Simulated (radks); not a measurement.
Values are calculated unless marked as measured or tabulated.
Ionisation of neutral ruthenium, [Kr] 4d7 5s1, to [Kr] 4d7 as the strength of local exchange is varied. Level of theory: scalar-relativistic Kohn-Sham, Slater X-alpha exchange (alpha = 2/3 is LDA exchange), no correlation, spin-unpolarised, spherical densities, point nucleus (a radial shooting solver on a logarithmic mesh with Libxc functionals).

alpha  E(Ru) (hartree)  exchange (hartree)  IE (eV)  -e of the level emptied (eV)  <r> of it (bohr)
0.584      -4506.71255          -108.82716    6.255                    3.246 (5s)             3.511
0.9        -4566.09357          -169.93927    7.908                    4.759 (5s)             3.220
0.959      -4577.26723          -181.52118    8.237                    5.069 (5s)             3.170
0.96       -4577.45685          -181.71795    8.243                    5.075 (5s)             3.169
1.033      -4591.32010          -196.12367    8.658                    5.471 (5s)             3.110
?          -4522.23357          -124.72820    6.671                    3.617 (5s)             3.431

Which alpha was used in the last row?

Answer. alpha = 0.667. NIST Atomic Spectra Database: 7.361 eV (measured). The Delta-SCF value meets it near alpha = 0.80. Spin polarisation and multiplet splitting are left out, so open shells lie too high by an amount that depends on their filling.

Beside tabulated values, note that spin-unpolarised runs miss the spin-polarisation part of the exchange energy of open shells.
